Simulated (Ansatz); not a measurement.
Molecule: C6H13O, net charge 0, doublet state. It need not be the lowest isomer of its formula. 
Coordinates optimised at B3LYP-D3(BJ)/def2-TZVP (Ansatz, a first-principles code):
```xyz
20

C      3.7431    -0.0182     0.0694
C      2.3882    -0.7172     0.0050
C      1.2119     0.2554     0.0351
C     -0.1484    -0.4338    -0.0257
C     -1.3216     0.5419     0.0021
C     -2.6719    -0.1619    -0.0748
O     -3.7716     0.6395    -0.0208
H      3.8728     0.6652    -0.7733
H      3.8394     0.5678     0.9865
H      4.5651    -0.7359     0.0452
H      2.3308    -1.3226    -0.9055
H      2.2971    -1.4176     0.8416
H      1.2999     0.9555    -0.8031
H      1.2685     0.8638     0.9445
H     -0.2355    -1.1333     0.8139
H     -0.2019    -1.0443    -0.9344
H     -1.2935     1.1432     0.9149
H     -1.2473     1.2403    -0.8366
H     -2.7879    -0.8759     0.7683
H     -2.7424    -0.8191    -0.9624
```
Charge 0, spin multiplicity 2.

Quantity: atomisation energy (electronic, to ground-state atoms), in kJ/mol. Correlated levels leave the core frozen unless marked. Open shells are spin-unrestricted. No spin-orbit coupling. No relativistic terms. The coupled-cluster limit lacks core correlation, which all-electron functionals hold. CBS marks a two-point X^-3 extrapolation of the correlation energy; Hartree-Fock from the larger set. The bracket is a focal-point correction in the basis named.

```csv
level,program,atomisation energy (kJ/mol)
PBE/def2-TZVPD,Ansatz,7975.2
```

**Question.** Predict the RI-MP2/CBS(cc-pVTZ,cc-pVQZ)+[CCSD(T)-MP2]/cc-pVTZ result (Ansatz).

**Answer.** 7841.9 kJ/mol, so PBE/def2-TZVPD differs from it by 133.3 kJ/mol.
